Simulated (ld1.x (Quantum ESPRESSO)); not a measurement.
# Before and after: TM potential for krypton (Kr)

- Element: krypton (Kr)
- Generator: ld1.x (Quantum ESPRESSO) 7.5
- Type: norm-conserving Troullier–Martins (Kleinman–Bylander form)
- Functional: PW91
- Relativity: scalar-relativistic
- Frozen core: [Ar] 3d10
- Valence charge: 8
- Reference configuration: 4s2 4p3 (charge +3)
- Partial waves: 4s (bound): rc 1.40 bohr; 4p (bound): rc 1.55 bohr
- Local potential: all-electron potential smoothed inside 1.40 bohr (lloc = -2)
- Core correction: none

Change: reference 4s2 4p6.

Cutoffs: the cutoffs (Ry, on a coarse ladder) from which the occupation-weighted sum of valence levels, in a spherical-Bessel basis at the reference potential, stays within 10 and 1 mRy of its value at 400 Ry; they do not see the model core or the augmentation charge, which bear on the density cutoff. Errors are all-electron minus pseudo energies relative to the spin-unpolarised reference configuration.

Question: What does the change do?

Answer: The potential gets softer (55 Ry and 90 Ry → 50 Ry and 80 Ry); the range in which the s phases agree widens (upper end 1.0 → 3.7); the range in which the p phases agree widens (upper end 3.1 → at the end of the scan); neither file shows a bound ghost.

| quantity | base | changed |
| --- | --- | --- |
| cutoff, loose | 55 Ry | 50 Ry |
| cutoff, tight | 90 Ry | 80 Ry |
| loose cutoff by channel (10 mRy a level) | s 45 Ry, p 25 Ry | s 40 Ry, p 21 Ry |
| bound ghosts | none | none |
| largest error over its own tests, meV | +62 | +56 |
| s: phases at 1.71 bohr within 0.05 rad from the reference energy up to (Ry; the scan ends near 5) | 1.0 | 3.7 |
| p: phases at 1.71 bohr within 0.05 rad from the reference energy up to (Ry; the scan ends near 5) | 3.1 | to the end of the scan |
